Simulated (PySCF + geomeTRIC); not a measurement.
These are PBE-D3(BJ)/def2-TZVP (PySCF + geomeTRIC) values and carry that method's errors. fastk is a local helper that only speeds up exchange builds. No frequencies were computed at this level.

```python
import json, numpy as np
from pyscf import gto, dft
from fastk import lowrank_exchange
atoms = """
O      1.852628    -0.121780     0.031829
C      0.559408     0.154325    -0.099861
C     -0.399162     0.921763    -0.519022
C     -0.812614    -0.340612     0.211351
H      1.973228    -0.954452     0.505414
H     -0.750128     1.792423    -1.009289
H     -1.195575    -0.276103     1.226318
H     -1.227785    -1.175564    -0.346742
"""
def scf(charge, spin, dm0=None):
    mol = gto.M(atom=atoms, basis='def2-tzvp', ecp={}, charge=charge, spin=spin, verbose=3, max_memory=3780)
    mf = dft.KS(mol, xc='pbe').density_fit(auxbasis="def2-universal-jkfit")
    mf.disp = 'd3bj'
    mf.grids.level = 3
    mf.conv_tol = 1e-8
    mf.max_cycle = 60
    mf.kernel(dm0)
    if not mf.converged:
        mf = mf.newton().run(mf.mo_coeff, mf.mo_occ).undo_soscf()
    return mf
mf = scf(0, 0)
from pyscf.geomopt.geometric_solver import kernel as optimize
path = []
done, mol = optimize(mf, maxsteps=80, assert_convergence=False, callback=lambda env: path.append((env["energy"], bool(env["g_scanner"].converged))))
res = dict(converged=bool(done and path[-1][1]), energy=path[-1][0], path=[e for e, c in path], xyz=mol.atom_coords(unit="Angstrom").tolist(), nao=mol.nao)
json.dump(res, open("result.json", "w"))
```

Output:

```
converged SCF energy = -191.694580051817
Geometry optimization cycle 1
converged SCF energy = -191.694580049352
cycle 1: E = -191.694580049  dE = -191.695  norm(grad) = 0.0332329
Geometry optimization cycle 2
converged SCF energy = -191.695775944458
cycle 2: E = -191.695775944  dE = -0.0011959  norm(grad) = 0.0117337
Geometry optimization cycle 3
converged SCF energy = -191.695871842303
cycle 3: E = -191.695871842  dE = -9.58978e-05  norm(grad) = 0.00502236
Geometry optimization cycle 4
converged SCF energy = -191.695895118694
cycle 4: E = -191.695895119  dE = -2.32764e-05  norm(grad) = 0.00135734
Geometry optimization cycle 5
converged SCF energy = -191.695897645445
cycle 5: E = -191.695897645  dE = -2.52675e-06  norm(grad) = 0.000586718
Geometry optimization cycle 6
converged SCF energy = -191.695898297034
cycle 6: E = -191.695898297  dE = -6.51588e-07  norm(grad) = 0.000309354
<class 'geometric.internal.Distance'> : 8
<class 'geometric.internal.Angle'> : 9
<class 'geometric.internal.OutOfPlane'> : 4
<class 'geometric.internal.Dihedral'> : 15
<class 'geometric.internal.TranslationX'> : 1
<class 'geometric.internal.TranslationY'> : 1
<class 'geometric.internal.TranslationZ'> : 1
<class 'geometric.internal.RotationA'> : 1
<class 'geometric.internal.RotationB'> : 1
<class 'geometric.internal.RotationC'> : 1
Step    0 : Gradient = 1.175e-02/1.665e-02 (rms/max) Energy = -191.6945800494
Step    1 : Displace = 1.626e-02/2.584e-02 (rms/max) Trust = 1.000e-01 (=) Grad = 4.148e-03/8.359e-03 (rms/max) E (change) = -191.6957759445 (-1.196e-03) Quality = 1.097
Step    2 : Displace = 3.712e-03/4.980e-03 (rms/max) Trust = 1.414e-01 (+) Grad = 1.776e-03/3.122e-03 (rms/max) E (change) = -191.6958718423 (-9.590e-05) Quality = 1.294
Step    3 : Displace = 1.958e-03/3.107e-03 (rms/max) Trust = 2.000e-01 (+) Grad = 4.799e-04/8.111e-04 (rms/max) E (change) = -191.6958951187 (-2.328e-05) Quality = 1.112
Step    4 : Displace = 1.020e-03/1.571e-03 (rms/max) Trust = 2.828e-01 (+) Grad = 2.074e-04/3.623e-04 (rms/max) E (change) = -191.6958976454 (-2.527e-06) Quality = 1.143
Step    5 : Displace = 7.253e-04/1.452e-03 (rms/max) Trust = 3.000e-01 (+) Grad = 1.094e-04/2.117e-04 (rms/max) E (change) = -191.6958982970 (-6.516e-07) Quality = 1.206
Converged! =D
```

Cost: roughly 50 core-seconds.
